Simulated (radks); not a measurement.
Eu58+, 5 electrons, occupied as [He] 2s2 2p1.

Method: Dirac Kohn-Sham, LDA (Slater exchange, Perdew-Wang correlation), spin-unpolarised, spherical densities, point nucleus; open shells are shared between the two j in proportion to 2j + 1; speed of light set to 274.072 atomic units (2 times the physical value, a model run); computed with a radial shooting solver on a logarithmic mesh with Libxc functionals.

Energy parts (eV):
part                      energy
total                 -146322.44
kinetic                150316.22
electron-nucleus      -300798.37
Hartree                  5625.86
exchange-correlation    -1466.16

Orbitals (lengths in bohr, moments of r in powers of bohr):
orbital,occ.,eigenvalue (eV),<1/r>
1s1/2,2,-52094.58,64.26
2s1/2,2,-12423.53,15.75
2p1/2,0.333333,-12253.88,15.70
2p3/2,0.666667,-12089.37,15.29
3s1/2,0,-5371.356,6.843
3p1/2,0,-5315.928,6.820
3p3/2,0,-5268.522,6.700

The highest occupied level is 2p3/2 at -12089.4 eV. The density falls to 0.001 e/bohr^3 at r = 0.35 bohr.
